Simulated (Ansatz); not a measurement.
Al(Cl)2(SMe) (CH3AlCl2S), SMILES C[S][Al]([Cl])[Cl].

Coordinates come from a B3LYP-D3(BJ)/def2-SVP optimisation. The values are those of a single conformer.

Two levels are set side by side: PBE/def2-SVPD (Ansatz, a quantum-chemistry and plane-wave program) and CAM-B3LYP/def2-SVPD (Ansatz). Energy differences of separate SCF runs at the same geometry; the states with an electron removed or added have multiplicity 2 and 2. Differences are taken from unrounded values.

| quantity | CAM-B3LYP | PBE | PBE minus CAM-B3LYP |
|---|---|---|---|
| vertical ionisation energy (eV) | 9.82 | 9.57 | -0.24 |
| vertical singlet–triplet gap (eV) | 5.19 | 4.80 | -0.38 |
